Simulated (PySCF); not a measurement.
Nuclear quadrupole coupling in `CCS[C@H](C)C(F)F`

C5H10F2S.
Cartesian coordinates in Å at the GFN2-xTB level; atoms count from 1:
```xyz
18
C5H10F2S angstrom
C      2.4328    0.3764   -0.5190
C      1.5125   -0.1926    0.5442
S      0.4361   -1.5252   -0.1091
C     -1.1602   -0.6905   -0.4474
C     -1.0565    0.5192   -1.3604
C     -1.8735   -0.3640    0.8621
F     -3.1979   -0.1709    0.6367
F     -1.4281    0.7883    1.4194
H      1.8656    0.8106   -1.3378
H      3.0718   -0.4058   -0.9215
H      3.0608    1.1508   -0.0832
H      0.8737    0.5698    0.9817
H      2.0891   -0.6662    1.3383
H     -1.7452   -1.4799   -0.9285
H     -2.0561    0.8897   -1.5829
H     -0.5685    0.2401   -2.2907
H     -0.4942    1.3195   -0.8843
H     -1.7711   -1.1628    1.6115
```

Field gradients from the PBE0/pcSseg-1 density (PySCF, non-relativistic), principal values in atomic units, ordered |Vxx| ≤ |Vyy| ≤ |Vzz|:

| atom | Vxx | Vyy | Vzz |
| --- | --- | --- | --- |
| S3 | 0.5447 | 2.4605 | -3.0052 |

Q: Find the asymmetry η = (Vxx − Vyy)/Vzz and the couplings χ = eQV/h (234.96 MHz × Q in barn × V in au), with Q(33S) = −0.0678 b.

A: 
| atom | environment | nucleus | η | χzz (MHz) | χxx (MHz) | χyy (MHz) |
| --- | --- | --- | --- | --- | --- | --- |
| S3 | sulfide sulfur | 33S | 0.64 | 47.87 | -8.68 | -39.20 |

The tensor is traceless: Vxx + Vyy + Vzz = 0.

Q: What is Vzz at S3 in SI units (1 au = 9.71736 × 10²¹ V/m²)?

A: -3.0052 au = -29.203 × 10²¹ V/m².

Q: What couplings would deuterons (Q(2H) = 0.00286 b) have in place of the hydrogens, at this geometry?

A: 
| atom | bonded to | bond length (Å) | Vzz (au) | η | χzz (kHz) |
| --- | --- | --- | --- | --- | --- |
| H9 | C1 | 1.087 | 0.3154 | 0.03 | 212 |
| H10 | C1 | 1.087 | 0.3135 | 0.03 | 211 |
| H11 | C1 | 1.088 | 0.3143 | 0.02 | 211 |
| H12 | C2 | 1.087 | 0.3051 | 0.04 | 205 |
| H13 | C2 | 1.090 | 0.3060 | 0.03 | 206 |
| H14 | C4 | 1.094 | 0.2927 | 0.02 | 197 |
| H15 | C5 | 1.089 | 0.3095 | 0.03 | 208 |
| H16 | C5 | 1.087 | 0.3140 | 0.02 | 211 |
| H17 | C5 | 1.088 | 0.3113 | 0.03 | 209 |
| H18 | C6 | 1.100 | 0.2671 | 0.04 | 179 |

One conformer (not necessarily the lowest) at the GFN2-xTB geometry, without solvent, vibrations or thermal averaging. GFN2-xTB bond lengths can be off by several hundredths of an ångström, more for odd bonds, and the gradients follow them. The basis is small and wasn't made for field gradients, so the couplings can be 20 % off.
